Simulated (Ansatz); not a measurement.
A nudged elastic band was laid between two geometries of ClF₄H₂OTa (9 atoms, charge 0, multiplicity 1).

Method: RKS PBE/def2-SVP in Ansatz.

```
movable images  : 9
climbing image  : yes
spring          : 5.0 eV/Å²
optimiser       : quadratic models (default)
start path      : through a guess of the saddle point
force threshold : 0.05 eV/Å
iteration limit : 60
end points      : relaxed
```

First end point:

```xyz
9
Properties=species:S:1:pos:R:3
Ta 0.063 -0.107 -0.154
F 1.844 -0.767 -0.123
F 0.338 0.572 1.595
Cl -0.092 -0.701 -2.446
F -1.184 1.293 -0.451
F -0.976 -1.542 0.437
O 1.349 1.669 -0.834
H 0.918 2.340 -1.398
H 2.218 1.455 -1.226
```

Last end point:

```xyz
9
Properties=species:S:1:pos:R:3
Ta -0.108 0.281 -0.256
F 2.084 -0.406 -0.232
F 0.317 0.810 1.509
Cl -0.330 -0.263 -2.546
F -1.793 1.079 -0.180
F -0.325 -1.514 0.246
O 1.220 1.678 -0.840
H 1.218 1.994 -1.763
H 2.195 0.553 -0.538
```

Q: What changes between the two ends?

A: Bonds broken: O7–H9.

Q: Give the energies along the band, and the barrier.

A: The forces met the threshold. The highest image is number 9 of 0 to 10, 85.8 kJ/mol above the first end and 0.0 kJ/mol above the last; the last end lies 85.8 kJ/mol above the first. The top lies less than 8 meV above the higher end, about what the thresholds resolve: that end is a shoulder or a very shallow well. A vibrational analysis at the climbing image gives one clearly imaginary mode, 203i cm⁻¹: a first-order saddle point. The orbitals stay closed-shell, which can raise the energy where a bond breaks towards radicals; this wasn't checked here.

| image | path coordinate (Å) | energy (kJ/mol) | O7–H9 (Å) |
| --- | --- | --- | --- |
| 0 | 0.00 | 0.0 | 0.98 |
| 1 | 0.27 | 0.4 | 0.98 |
| 2 | 0.55 | 1.0 | 0.98 |
| 3 | 0.82 | 1.3 | 0.98 |
| 4 | 1.09 | 3.0 | 0.98 |
| 5 | 1.37 | 8.5 | 0.98 |
| 6 | 1.64 | 18.7 | 0.99 |
| 7 | 1.91 | 38.9 | 1.02 |
| 8 | 2.18 | 72.1 | 1.14 |
| 9 | 2.46 | 85.8 | 1.39 |
| 10 | 2.59 | 85.8 | 1.52 |

Q: What is the geometry of the highest image?

A: 
```xyz
9
Properties=species:S:1:pos:R:3
Ta -0.093 0.254 -0.247
F 2.049 -0.398 -0.226
F 0.316 0.823 1.508
Cl -0.331 -0.240 -2.545
F -1.769 1.075 -0.171
F -0.352 -1.532 0.253
O 1.268 1.660 -0.841
H 1.264 1.964 -1.769
H 2.126 0.605 -0.562
```

Time of the run: 3.9 min on 4 threads of Arm Neoverse V2 (shared host), peak memory 0.2 GiB.
